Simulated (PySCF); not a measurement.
C4H6ClF, SMILES C/C(F)=C(\C)Cl. Geometry optimised at B3LYP-D3(BJ)/def2-SVP.

Level of theory: PySCF 2.14.0 with B3LYP-D3(BJ)/def2-SVP.

Harmonic wavenumbers (cm⁻¹): 143, 156, 183, 225, 322, 336, 386, 512, 552, 629, 865, 996, 1042, 1055, 1101, 1167, 1280, 1400, 1410, 1441, 1445, 1454, 1462, 1776, 3031, 3034, 3094, 3099, 3144, 3170. Rotational constants (GHz): 4.066, 2.227, 1.465; symmetry number 1.

Q: Work out the zero-point energy and the ideal-gas rigid-rotor harmonic-oscillator thermochemistry at 298.15 K and 1 atm.

A: ZPE = ½ Σ hcν = ½ × 39910 cm⁻¹ = 57.05 kcal/mol. H − E(el) = 62.12 kcal/mol. Entropy in cal/(mol K): translation 39.96, rotation 27.58, vibration 15.34, total 82.88. G − E(el) = 37.41 kcal/mol. Cp = 26.33 cal/(mol K). Modes under 150 cm⁻¹ make the vibrational entropy uncertain.
